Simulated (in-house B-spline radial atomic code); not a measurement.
# TDHF excitations of B3+

Method: TDHF. Computed with an all-electron radial atomic-structure program (B-spline basis): linear response of the closed shell 1s2 with bare exchange (time-dependent Hartree-Fock); scalar-relativistic (spin-free one-electron X2C), finite nucleus, no spin-orbit coupling, no double excitations, S, P, D and F terms only.

Command:
```bash
python run_td.py task.json out
```
Settings (radii: box in bohr, nucleus in fm):
```
Z                        5
electrons                2
configuration            1s2
hamiltonian              x2c
method                   hf
box_radius               23.08
rms_radius               2.406
intervals                74
```

Cost of the run: 0.1 s on 1 thread of Intel(R) Xeon(R) 6975P-C (Granite Rapids) (shared host).

The lowest states, in the order of their Tamm-Dancoff energies; the method's threshold (minus the highest occupied level) is 259.71 eV. Labels give the largest channel, * marks a mixed state, and oscillator strengths are full-response dipole values. Energies in eV:

```csv
state,full response,Tamm-Dancoff,oscillator strength
1s → 2s 3S,198.38,198.46,-
1s → 2p 3P,203.01,203.05,-
1s → 2s 1S,203.32,203.37,-
1s → 2p 1P,206.13,206.15,0.604
1s → 3s 3S,233.66,233.68,-
1s → 3p 3P,234.88,234.89,-
1s → 3s 1S,234.92,234.94,-
1s → 3d 3D,235.50,235.50,-
1s → 3d 1D,235.53,235.53,-
1s → 3p 1P,235.74,235.74,0.136
1s → 4s 3S,245.35,245.35,-
1s → 4p 3P,245.84,245.84,-
1s → 4s 1S,245.85,245.85,-
1s → 4d 3D,246.09,246.09,-
1s → 4f 3F,?,?,-
1s → 4f 1F,?,?,-
1s → 4d 1D,246.11,246.11,-
1s → 4p 1P,246.19,246.19,0.0523
```

Task: Where does 1s → 4f 3F lie?

Result: At 246.10 eV in full response, 246.10 eV in Tamm-Dancoff.

Task: Where does 1s → 4f 1F lie?

Result: At 246.10 eV in full response, 246.10 eV in Tamm-Dancoff.

Task: How large is the singlet-triplet splitting of 1s → 2s (S terms) in Tamm-Dancoff?

Result: 4.91 eV, from the unrounded values.

Task: What polarisabilities and dispersion coefficient does the method give?

Result: Dipole 0.01953 bohr³, quadrupole 0.003405 bohr⁵, C6 0.002578 hartree·bohr⁶ for two such species.
